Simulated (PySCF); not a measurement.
Molecule: SMILES F[SiH2]S (H3FSSi). Atoms near the plane z = 0.0 Å, at the CAM-B3LYP/def2-SVP optimised geometry (x, y, z in Å): F1 (1.2, -0.7, 0.0), Si2 (-0.4, -0.7, 0.0), S3 (-1.2, 1.2, 0.0).

Level of theory: CAM-B3LYP/def2-TZVP (PySCF). Cells within 0.4 Å of a nucleus heavier than hydrogen are left out (blank, or x). The values are rescaled to run from 0 to 1.

```
|3333333333333333333333333333333|
|3333333333333333333333333333333|
|3333333333333333333333333333333|
|3333333333333333333333333333333|
|3333333333333333333333333333333|
|3333333322233333333333333333333|
|3333333322333333333333333333333|
|3333333333344433333333333333333|
|3333334553355443333333333333333|
|333334576xxx5443333333333333333|
|333334686xxx4443333333333333333|
|333334577xx55544333333333333333|
|3333345666677754333333333333333|
|3333334567899853222333333333333|
|3333333456899753223333333333333|
|3333333345677531134444333333333|
|3333333333345421246565333333333|
|333333222112xxx2479xxx433333333|
|333332221001xxx3599xxx423333333|
|333332221001xxx3489xxx423333333|
|3333332211122211257676433333333|
|3333332222222100134444333333333|
|3333332222222100123333333333333|
|3333333222222111122333333333333|
|3333333322222222222333333333333|
|3333333333222222223333333333333|
|3333333333332222233333333333333|
|3333333333333333333333333333333|
|3333333333333333333333333333333|
|3333333333333333333333333333333|
|3333333333333333333333333333333|
```
Scale: ten equal steps from 0.000 (start of '0') to 1.00 (end of '9'), in the order '0123456789'; x runs from -3.50 to 3.50, y from -3.50 (bottom) to 3.50 (top).

### Question
Which quantity is mapped?
A) an orbital amplitude
B) electrostatic potential
C) deformation density (molecule minus spherical neutral atoms)
D) electron localisation function

### Answer
C, deformation density (molecule minus spherical neutral atoms). In full: deformation density (molecule minus spherical neutral atoms) (e/bohr³).
